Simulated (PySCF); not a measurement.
A calculated (LDA, PySCF 2.14, aug-cc-pVTZ, the non-relativistic Hamiltonian (point nucleus)) atom or ion has these occupied shells.

```tsv
shell	electrons	orbital energy (eV)	rms radius, mean of both spins (bohr)
1s α	1	-6366.4	0.0713
1s β	1	-6366.3	0.0713
2s α	1	-739.38	0.307
2s β	1	-737.05	0.307
2p α	3	-635.80	0.275
2p β	3	-633.99	0.275
3s α	1	-93.450	0.928
3s β	1	-88.348	0.928
3p α	3	-63.891	0.990
3p β	3	-58.875	0.990
3d α	5	-16.785	1.33
4s α	1	-12.713	2.94
```

Q: Name the element and its charge.

A: Mn⁺ (manganese, charge +1), in [Ar] 3d5 4s1, high-spin 7S determinant.
